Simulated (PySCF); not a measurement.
Al(OH)₃, singlet: molecular constants

Level of theory: PBE0/[Al def2-TZVP, O def2-TZVP, H def2-TZVP], no relativity, density fitting, PySCF.

The structure is a minimum.

Coordinates in bohr (charge 0 multiplicity 1):
```
Al    0.0000    0.0000    0.0000
O     3.1890    0.1401    0.0000
O    -1.7158    2.6917    0.0000
O    -1.4731   -2.8318    0.0000
H     4.2225   -1.3405    0.0000
H    -0.9503    4.3270    0.0000
H    -3.2721   -2.9865    0.0000
```

```
Point group                                                                   : C3h
Bond lengths                                                                  : Al–O 1.689 Å (×3), O–H 0.956 Å (×3)
Bond angles                                                                   : Al–O–H 122.4° (×3), O–Al–O 120.0° (×3)
Rotational constants                                                          : 0.2196, 0.2196, 0.1098 cm⁻¹
Enthalpy at 298.15 K above 0 K                                                : 18.33 kJ/mol
Rotational symmetry number                                                    : 3
Principal polarisabilities                                                    : 26.7, 33.2, 33.2 bohr³
Heat capacity Cp at 298.15 K                                                  : 94.3 J/(mol K)
Zero-point energy                                                             : 108.8 kJ/mol
Lowest empty level                                                            : -0.43 eV
Dipole moment                                                                 : 0.00 D
Highest occupied level                                                        : -9.02 eV
Atomisation energy without zero-point energy                                  : 2705 kJ/mol
Entropy at 298.15 K and 1 bar                                                 : 304.1 J/(mol K)
Principal quadrupole moments (Buckingham, traceless) about the centre of mass : -0.06, -0.05, 0.11 D Å
```

Harmonic modes (masses in u: Al 26.982, O 15.995, H 1.008):
| symmetry | ω (cm⁻¹) | IR (km/mol, summed over degenerate members) |
| --- | --- | --- |
| e' | 223 | 63.5 |
| a'' | 283 | 0.0 |
| a'' | 325 | 418 |
| e'' | 355 | 0.0 |
| a' | 635 | 0.0 |
| e' | 649 | 449 |
| a' | 712 | 0.0 |
| e' | 944 | 334 |
| e' | 3965 | 244 |
| a' | 3966 | 0.0 |

In C3h the vibrations span 4e' + 2a'' + e'' + 3a'. The a', e'' modes carry no infrared intensity, as symmetry demands.

Charges (e):
| atom | Mulliken | Löwdin | polar tensor | Mayer order to Al1 |
| --- | --- | --- | --- | --- |
| Al1 | 0.71 | -0.18 | 1.69 | – |
| O2,3,4 | -0.56 | -0.12 | -0.85 | 1.21 |
| H5,6,7 | 0.32 | 0.18 | 0.29 | 0.03 |
Other Mayer orders above 0.3: O–H 0.88 (×3).

Mulliken populations on Al1: s 4.61, p 6.98, d 0.57, f 0.14.

Outer orbital energies (eV). occupied: -13.74, -13.74, -9.80, -9.75, -9.72, -9.72, -9.02, -9.02; empty: -0.43, 1.08, 1.61, 1.61.

Only a few start shapes were tried, so a lower isomer may exist.

The final relaxation and frequency run took 37 s on 4 threads of a shared Arm Neoverse V2 host, with 148 basis functions and 14 gradients; the process peaked at 2.2 GiB. Launch command: `OMP_NUM_THREADS=4 python axn.py task.json out`.
